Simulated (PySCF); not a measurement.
AlCl2, doublet, at a GFN2-xTB geometry (such geometries of metal compounds can be far from the true shape).

Here is a job for PySCF.
```python
from pyscf import gto, scf, dft

mol = gto.M(
    atom='''
Al    0.00160221    0.63542259    0.02351302
Cl    1.85128917   -0.24859337    0.01717242
Cl   -1.85251440   -0.23731802   -0.03515296
''',
    basis='6-31g**',
    spin=1,
    verbose=4,
)

mf = dft.UKS(mol)
mf.xc = 'lda,vwn'
mf.kernel()
```

Problem. Predict the <S^2> from SVWN5/6-31G** run with PySCF.

Solution. 0.751

Problem. Give the HOMO energy at the level SVWN5/6-31G**.

Solution. -5.25 eV

Problem. What Mulliken (on the basis functions themselves) charges in atom order does SVWN5/6-31G** give?

Solution. Al1 0.26, Cl2 -0.13, Cl3 -0.13

Problem. What is the computed dipole moment (SVWN5/6-31G**)?

Solution. 0.75 D

Problem. Give the total energy at the level SVWN5/6-31G**.

Solution. -1158.8462 Eh

Problem. Estimate the number of basis functions that SVWN5/6-31G** returns for this input.

Solution. 54

These values belong to the state on which the SCF converged, which isn't shown to be the lowest.
